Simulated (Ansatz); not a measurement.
# Isomers

Structures of AlSi2H3O, singlet, relaxed at PBE0-D4/def2-TZVP (vibrations not checked; lower isomers may exist, and structures with a doubtful reference or unclear bonds are left out). Ansatz 0.2.0; basis: def2-TZVPP; cores frozen in the correlated methods. B3LYP uses VWN-RPA correlation.

**Question.** Rank them by CCSD(T) energy, lowest first, and give each one's height above the lowest. Links in brackets join atoms within 1.22 times the sum of their covalent radii (1.1 for two metals). (To be estimated.)
A.
AlSi₂H₃O ([OH][Si]1[AlH]2[H][Si]21)
```
7
angstrom
O -1.6142 -1.5947 1.7943
Si -0.5983 -0.5068 1.0968
Al 1.3557 -0.3072 -0.0567
Si -0.9592 0.5632 -0.8708
H 2.8963 -0.2239 -0.4061
H 0.4576 1.2191 -0.3413
H -1.2463 -2.1486 2.4860
```
B.
a complex of AlSi₂HO ([O][Si]1[Al][SiH]1) + H₂
```
7
angstrom
O -2.7876 -1.5548 1.6379
Si -1.5176 -1.1627 0.9022
Al 0.7493 -1.2661 0.1531
Si -0.6094 0.4324 -0.5361
H 3.7470 0.1738 -0.4010
H 4.0969 -0.4274 -0.6740
H -1.3327 1.6231 -1.0942
```
C.
AlSi₂H₃O ([OH][Si]1[AlH][SiH]1)
```
7
angstrom
O -2.3375 0.6410 -0.1735
Si -0.7866 0.1862 0.1125
Si 1.1285 -0.1460 -0.8558
Al 0.9843 -0.5098 1.4519
H -2.5736 0.8602 -1.0787
H 1.6116 -0.9167 2.8484
H 1.8759 -0.1156 -2.1545
```

**Answer.** By the calculation: C (0.000 eV), A (0.399 eV), B (1.721 eV). Heights count from the lowest.

**Question.** Do PBE-D4, r2SCAN-D4, PBE0-D4, B3LYP-D4, wB97M-V, HF, MP2 give the same order? (A judgement: the text doesn't fix the answer.)

**Answer.** The calculation gives: All do.

No T1 diagnostic of these runs exceeds 0.025. The restricted Hartree–Fock reference is unstable towards an unrestricted one at one or more of these structures.

For scale, one of the runs: CCSD(T)/def2-TZVPP, 199 basis functions, launched by `ansatz run in.yaml --threads 2 --pin off --events-out ev --progress --plain --max-ram 4352MiB`. Hardware: 2 CPU threads of an Arm Neoverse V2, shared host. Wall time 53 s; peak host memory 2.1 GiB.
